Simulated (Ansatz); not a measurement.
Basis sets compared for the cluster B2O3. Charge 0, multiplicity 1. Geometry PBE-D4/def2-SVP. Ansatz on 4 threads of Arm Neoverse V2 on a shared host; times are rough, and most runs start from earlier orbitals.

```xyz
5

B     0.6967    0.6346    0.9215
B    -0.6994   -0.6308   -0.9220
O    -1.3356   -1.2287   -1.7734
O    -0.0137    0.0179   -0.0019
O     1.3521    1.2071    1.7758
```

The structure comes from a short search, and lower isomers may exist.

Binding counts from free atoms (B doublet, O triplet) in the same basis, without a counterpoise term.

```csv
level,functions,energy (Eh),HOMO (eV),LUMO (eV),binding per atom (eV),wall time
HF/STO-3G,25,-270.4368,-9.85,8.94,3.95,0.1 s
HF/6-31G,45,-274.0141,-13.90,3.25,3.45,0.1 s
PBE-D4/def2-SVP,70,-275.0297,-8.34,-1.55,6.11,0.35 s
PBE-D4/def2-TZVP,155,-275.3459,-8.54,-2.04,5.97,0.6 s
r2SCAN-D4/def2-TZVP (with forces),155,-275.5091,-8.87,-1.58,5.77,1.4 s
PBE0-D4/def2-SVP,70,-275.0229,-9.96,-0.67,5.82,0.35 s
PBE0-D4/def2-TZVP,155,-275.3389,-10.11,-1.22,5.70,0.8 s
```

Problem. Estimate the rows for PBE-D4/def2-TZVPD, r2SCAN-D4/def2-TZVPD, PBE0-D4/def2-TZVPD.

Solution. 
| level | functions | energy (Eh) | HOMO (eV) | LUMO (eV) | binding per atom (eV) | wall time |
| --- | --- | --- | --- | --- | --- | --- |
| PBE-D4/def2-TZVPD | 194 | -275.3470 | -8.58 | -2.18 | 5.96 | 1.1 s |
| r2SCAN-D4/def2-TZVPD | 194 | -275.5099 | -8.89 | -1.71 | 5.76 | 2.1 s |
| PBE0-D4/def2-TZVPD | 194 | -275.3398 | -10.14 | -1.42 | 5.69 | 1.4 s |
